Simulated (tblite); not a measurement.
A tight-binding relaxation on `CO/C(F)=C(\F)[Se]CF`.

Computed with GFN2-xTB geometry optimisation, gas phase (tblite 0.8.0). Start geometry: from a force field or distance geometry. A driver script takes a list of jobs; this job's settings line and coordinates (Å) are shown.

Command:
```bash
OMP_NUM_THREADS=1 python probes_run.py task.json out
```

Input:
```
{"job": {"kind": "relax", "xc": "GFN2-xTB", "basis": "xTB"}, "charge": 0, "multiplicity": 1}
C      2.742500     0.329200     0.245600
O      2.018100    -0.901900     0.226500
C      0.697800    -0.815600    -0.133000
F      0.358300    -0.263600    -1.350800
C     -0.314800    -1.224700     0.628800
F     -0.043100    -1.773900     1.838100
Se    -2.127000    -1.034300    -0.012000
C     -2.859000     0.686500     0.433800
F     -4.173300     0.521500     0.872100
H      3.775600     0.074100     0.569800
H      2.314500     1.054400     0.983100
H      2.799300     0.756700    -0.771100
H     -2.943800     1.366100    -0.451800
H     -2.245600     1.225000     1.178800
```

Output:
```
step      E/eV     max force
  0    -883.91120    1.735
  1    -884.06768    1.031
  2    -884.14090    0.803
  3    -884.16991    0.551
  4    -884.20570    0.396
  5    -884.22053    0.307
  6    -884.23456    0.376
  7    -884.24710    0.337
  8    -884.25944    0.305
  9    -884.26925    0.289
... (183 lines left out)
193    -884.47439    0.020
194    -884.47448    0.021
195    -884.47454    0.023
196    -884.47459    0.018
197    -884.47465    0.018
198    -884.47469    0.016
199    -884.47473    0.013
200    -884.47475    0.017
201    -884.47477    0.011
202    -884.47478    0.006
```

«max force» is the largest atomic force in eV/Å.

Problem. From which step on does the largest force stay under 0.1 eV/Å, and how much energy is left to gain from there?

Solution. From step 179 (0.082 eV/Å), 3.5 meV above the end.

In short: energy lowered by 13.0 kcal/mol over 202 steps; largest atomic force 0.006 eV/Å at the end.

Problem. Where do the atoms end?

Solution. 0.785 Å rms from the input after alignment:
```
atom  x, y, z in Å
C1     2.6515    0.3635    0.3613
O2     1.7575   -0.7039    0.6419
C3     0.5278   -0.6230    0.1474
F4     0.3259    0.3101   -0.8087
C5    -0.5262   -1.3506    0.5277
F6    -0.3784   -2.3098    1.4575
Se7   -2.2621   -1.2385   -0.2520
C8    -2.6397    0.6546    0.1894
F9    -2.5418    0.8556    1.5247
H10    3.5784    0.1030    0.8660
H11    2.2680    1.3096    0.7520
H12    2.8258    0.4569   -0.7134
H13   -3.6662    0.8643   -0.1239
H14   -1.9213    1.3078   -0.3118
```

Time: 1.0 s. Hardware: one thread, Intel Xeon 6975P-C (x86_64), shared host with 192 logical CPUs at a one-minute load of 24.
Labels such as C1 count atoms from 1, the log's own numbers from 0.
